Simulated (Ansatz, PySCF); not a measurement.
Barrier from R1 to the saddle point P1, each structure at its B3LYP-D3(BJ)/def2-TZVP stationary point, reached from a drawn start; harmonic modes at that level show the others as minima.
R1, F3Si (SMILES F[Si](F)F) (charge 0, multiplicity 2):
```xyz
4

Si    -0.00002     0.00000     0.42652
F      1.48297     0.00000    -0.14218
F     -0.74152     1.28431    -0.14217
F     -0.74152    -1.28431    -0.14217
```
P1, F3Si, a first-order saddle point (one imaginary mode, 700i cm⁻¹) (charge 0, multiplicity 2):
```csv
atom,x (Å),y (Å),z (Å)
Si,0.0000,0.0000,0.0000
F,1.6053,0.0000,0.0000
F,-0.8027,1.3903,0.0000
F,-0.8027,-1.3903,0.0000
```

P less R. No zero-point or thermal terms; open shells are unrestricted. No path was followed down from the saddle.

Correlated levels freeze the cores.

Codes used: Ansatz (a first-principles code); PySCF for the D3/D4 terms. No computed number here is a measurement.

Q: One of these levels gives 120.5 kJ/mol for the barrier height. Which?
A) r2SCAN/def2-TZVPP
B) HF/cc-pV(Q+d)Z
C) SCS-MP2/cc-pV(D+d)Z
D) revPBE-D3(BJ)/def2-TZVPP

A: D, revPBE-D3(BJ)/def2-TZVPP. The others give 228.7 (HF/cc-pV(Q+d)Z), 146.8 (r2SCAN/def2-TZVPP), 169.9 (SCS-MP2/cc-pV(D+d)Z)
